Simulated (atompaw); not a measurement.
Before and after: PAW (atompaw) potential for lithium

| Property | Result |
| --- | --- |
| Element | Li (Z = 3) |
| Generator | atompaw 4.2.0.5 |
| Type | PAW |
| Functional | PBEsol |
| Relativity | non-relativistic |
| Frozen core | none |
| Valence charge | 3 |
| Reference configuration | 1s2 2s0.5 2p0 (charge +0.5) |
| Partial waves | 1s (bound): rc 0.75 bohr; 2s (bound): rc 1.00 bohr; 2p (bound, empty): rc 3.00 bohr; 2p channel at 1.05 Ry: rc 3.00 bohr |
| Local potential | troulliermartins scheme with l = 2 at 0 Ry, radius 2.55 bohr |
| Core correction | none |
| Augmentation charge | besselshape compensation charge, radius 2.35 bohr; PAW radius 3.00 bohr; waves and projectors: modrrkj vanderbiltortho |

Change: reference 1s2 2s1 2p0.

Cutoffs: the cutoffs (Ry, on a coarse ladder) from which the occupation-weighted sum of valence levels, in a spherical-Bessel basis at the reference potential, stays within 10 and 1 mRy of its value at 400 Ry; they do not see the model core or the augmentation charge, which bear on the density cutoff.

What does the change do?

The potential gets harder (70 Ry and 120 Ry → 70 Ry and 140 Ry); neither file shows a bound ghost.

| quantity | base | changed |
| --- | --- | --- |
| cutoff, loose | 70 Ry | 70 Ry |
| cutoff, tight | 120 Ry | 140 Ry |
| bound ghosts | none | none |
| s: phases at 3.00 bohr within 0.05 rad from the reference energy up to (Ry; the scan ends near 5) | to the end of the scan | to the end of the scan |
| p: phases at 3.00 bohr within 0.05 rad from the reference energy up to (Ry; the scan ends near 5) | -0.1 | -0.0 |
| lowest overlap eigenvalue by channel | s 0.70, p 1.00 | s 0.66, p 0.99 |

 The cutoffs see the waves, projectors and local potential, not the compensation charge or the core.
